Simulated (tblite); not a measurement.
C₅H₆N₂O.
SMILES with atom numbers: `[H]/[N:8]=[CH:7]\[CH2:6][NH:5][C:3]([C:2]#[CH:1])=[O:4]` (hydrogens: H9 on C1; H10 on N5; H11, H12 on C6; H13 on C7; H14 on N8)

Computed with GFN2-xTB (tblite), gas phase: Langevin dynamics at 300 K from the optimised GFN2-xTB geometry, time step 0.5 fs, friction 0.01 fs⁻¹, 2000 steps. The instantaneous temperature is 2·E(kin)/(3Nk) with all 3N coordinates.

| t (fs) | T (K) | E(pot) above start (eV) | C1≡C2 (Å) | C2–C3 (Å) | C3=O4 (Å) | C3–N5 (Å) | N5–C6 (Å) | C1–H9 (Å) | C2–C3–N5–C6 (°) |
| --- | --- | --- | --- | --- | --- | --- | --- | --- | --- |
| 0 | 232 | 0.000 | 1.199 | 1.448 | 1.211 | 1.359 | 1.441 | 1.051 | 177 |
| 25 | 220 | 0.204 | 1.185 | 1.477 | 1.200 | 1.384 | 1.432 | 1.074 | 176 |
| 50 | 205 | 0.279 | 1.223 | 1.441 | 1.197 | 1.361 | 1.447 | 1.024 | 169 |
| 75 | 196 | 0.421 | 1.180 | 1.441 | 1.242 | 1.370 | 1.482 | 1.091 | 178 |
| 100 | 277 | 0.367 | 1.181 | 1.465 | 1.208 | 1.392 | 1.441 | 1.008 | 176 |
| 125 | 141 | 0.500 | 1.207 | 1.433 | 1.177 | 1.386 | 1.424 | 1.091 | 177 |
| 150 | 226 | 0.340 | 1.205 | 1.447 | 1.232 | 1.351 | 1.468 | 1.013 | 175 |
| 175 | 218 | 0.371 | 1.189 | 1.451 | 1.217 | 1.355 | 1.452 | 1.070 | 180 |
| 200 | 293 | 0.308 | 1.215 | 1.460 | 1.197 | 1.348 | 1.412 | 1.076 | 180 |
| 225 | 328 | 0.380 | 1.199 | 1.483 | 1.211 | 1.376 | 1.441 | 1.029 | 171 |
| 250 | 248 | 0.520 | 1.177 | 1.425 | 1.238 | 1.367 | 1.495 | 1.081 | 176 |
| 275 | 312 | 0.425 | 1.215 | 1.422 | 1.205 | 1.369 | 1.476 | 1.018 | 171 |
| 300 | 232 | 0.557 | 1.205 | 1.467 | 1.211 | 1.388 | 1.440 | 1.123 | 173 |
| 325 | 337 | 0.402 | 1.180 | 1.458 | 1.235 | 1.370 | 1.429 | 1.008 | 164 |
| 350 | 406 | 0.464 | 1.209 | 1.407 | 1.243 | 1.406 | 1.454 | 1.120 | 179 |
| 375 | 444 | 0.311 | 1.209 | 1.443 | 1.209 | 1.399 | 1.422 | 1.022 | -172 |
| 400 | 298 | 0.389 | 1.191 | 1.457 | 1.205 | 1.368 | 1.409 | 1.098 | -175 |
| 425 | 260 | 0.454 | 1.218 | 1.449 | 1.234 | 1.362 | 1.438 | 1.033 | -169 |
| 450 | 278 | 0.573 | 1.189 | 1.425 | 1.196 | 1.386 | 1.478 | 1.107 | -175 |
| 475 | 399 | 0.463 | 1.194 | 1.448 | 1.199 | 1.366 | 1.466 | 1.020 | -165 |
| 500 | 240 | 0.737 | 1.212 | 1.463 | 1.228 | 1.414 | 1.477 | 1.085 | -165 |
| 525 | 272 | 0.515 | 1.204 | 1.411 | 1.218 | 1.378 | 1.379 | 1.051 | -168 |
| 550 | 381 | 0.428 | 1.195 | 1.457 | 1.203 | 1.388 | 1.407 | 1.092 | 177 |
| 575 | 208 | 0.626 | 1.203 | 1.437 | 1.232 | 1.365 | 1.469 | 0.999 | 178 |
| 600 | 304 | 0.386 | 1.196 | 1.447 | 1.237 | 1.358 | 1.461 | 1.106 | 176 |
| 625 | 248 | 0.385 | 1.211 | 1.452 | 1.192 | 1.405 | 1.443 | 1.003 | 178 |
| 650 | 145 | 0.545 | 1.190 | 1.433 | 1.212 | 1.374 | 1.426 | 1.107 | 178 |
| 675 | 272 | 0.439 | 1.208 | 1.464 | 1.232 | 1.362 | 1.428 | 1.013 | 178 |
| 700 | 226 | 0.494 | 1.212 | 1.453 | 1.202 | 1.376 | 1.437 | 1.085 | -175 |
| 725 | 174 | 0.519 | 1.211 | 1.470 | 1.188 | 1.341 | 1.447 | 1.023 | -176 |
| 750 | 269 | 0.530 | 1.191 | 1.487 | 1.242 | 1.317 | 1.461 | 1.100 | -173 |
| 775 | 285 | 0.419 | 1.208 | 1.429 | 1.193 | 1.367 | 1.492 | 1.007 | -166 |
| 800 | 362 | 0.292 | 1.195 | 1.474 | 1.197 | 1.382 | 1.480 | 1.092 | 180 |
| 825 | 278 | 0.381 | 1.194 | 1.432 | 1.232 | 1.371 | 1.418 | 1.014 | 161 |
| 850 | 271 | 0.442 | 1.200 | 1.442 | 1.229 | 1.398 | 1.403 | 1.108 | 155 |
| 875 | 299 | 0.381 | 1.212 | 1.455 | 1.187 | 1.428 | 1.427 | 1.027 | 165 |
| 900 | 293 | 0.478 | 1.203 | 1.375 | 1.226 | 1.389 | 1.445 | 1.077 | 168 |
| 925 | 263 | 0.482 | 1.179 | 1.432 | 1.225 | 1.418 | 1.452 | 1.043 | 171 |
| 950 | 311 | 0.486 | 1.189 | 1.441 | 1.191 | 1.412 | 1.429 | 1.059 | 159 |
| 975 | 342 | 0.444 | 1.222 | 1.470 | 1.201 | 1.356 | 1.407 | 1.066 | 166 |
| 1000 | 347 | 0.308 | 1.198 | 1.445 | 1.234 | 1.366 | 1.422 | 1.056 | 179 |

Task: From 500 fs on, how do temperature and potential energy compare with equipartition?

Result: The mean temperature of these 21 frames is 276 K against the target 300 K, and the mean potential energy 0.46 eV against 36 × kT/2 = 0.47 eV for 36 classical harmonic modes. For 14 atoms in a canonical ensemble the temperature itself scatters by T·√(2/(3N)) = 65 K; here its standard deviation is 57 K. The whole run lasts only 10 friction times of 100 fs, so these averages carry a wide statistical error.

Task: What are the kinetic and total energies of the listed frame with the highest potential energy?

Result: The one at 500 fs, 0.737 eV above the start. Its kinetic energy is 3NkT/2 = 0.435 eV at 240 K, so the sum is 1.17 eV; over the listed frames the sum runs from 0.42 to 1.20 eV, since the thermostat adds and removes energy.

Task: How much do the listed bonds fluctuate from 500 fs on?

Result: 
| bond | at the start (Å) | mean (Å) | standard deviation (Å) |
| --- | --- | --- | --- |
| C1≡C2 | 1.199 | 1.202 | 0.010 |
| C2–C3 | 1.448 | 1.446 | 0.024 |
| C3=O4 | 1.211 | 1.214 | 0.018 |
| C3–N5 | 1.359 | 1.379 | 0.026 |
| N5–C6 | 1.441 | 1.439 | 0.028 |
| C1–H9 | 1.051 | 1.058 | 0.037 |

The motion is classical and holds no zero-point motion.

What follows is the cost of the whole dynamics run. Hardware: an Arm Neoverse V1 with one thread, shared host with 32 logical CPUs at a one-minute load of 13. Cost: 10 s, 0.18 GiB resident at most.
